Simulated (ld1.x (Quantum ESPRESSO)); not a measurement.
# Before and after: TM potential for Cl (Z = 17)

chlorine (Cl), norm-conserving Troullier–Martins (Kleinman–Bylander form), made with ld1.x (Quantum ESPRESSO) 7.5 (BLYP, non-relativistic). Core [Ne], reference 3s2 3p5. Waves: 3p (bound): rc 1.40 bohr; 3s (bound): rc 1.00 bohr. Local part: the s channel. Core correction: a·sin(br)/r model core inside 0.50 bohr.

Change: all radii but the core radius scaled by about 0.92 (s 0.92, p 1.28 bohr).

Cutoffs: the cutoffs (Ry, on a coarse ladder) from which the occupation-weighted sum of valence levels, in a spherical-Bessel basis at the reference potential, stays within 10 and 1 mRy of its value at 400 Ry; they do not see the model core or the augmentation charge, which bear on the density cutoff. Errors are all-electron minus pseudo energies relative to the spin-unpolarised reference configuration.

Predict the effect on cutoff, ghosts and configuration errors.

The potential gets neither clearly harder nor softer (110 Ry and 230 Ry → 100 Ry and 300 Ry); of the 7 tests that both files solve, the error grows in 3 and shrinks in 0 by more than 15 % and 0.3 meV (median size 5.6 → 6.3 meV); neither file shows a bound ghost. That the errors move this way runs against the usual rule that smaller radii transfer better.

```tsv
quantity	base	changed
cutoff, loose	110 Ry	100 Ry
cutoff, tight	230 Ry	300 Ry
loose cutoff by channel (10 mRy a level)	p 15 Ry, s 70 Ry	p 12 Ry, s 90 Ry
bound ghosts	none	none
error for 3s2 3p4, meV [ΔE 13.75 eV]	+5.3	+6.3
error for 3s2 3p3, meV [ΔE 39.06 eV]	+33	+39
error for 3s2 3p2, meV [ΔE 77.23 eV]	+107	+124
error for 3s2 3p5.3, meV [ΔE -2.10 eV]	+0.2	+0.2
error for 3s1 3p5, meV [ΔE 26.24 eV]	+5.6	+4.9
error for 3s2 3p1, meV [ΔE 129.38 eV]	+255	+293
error for 3s2 3p4.5, meV [ΔE 5.52 eV]	+1.0	+1.2
```
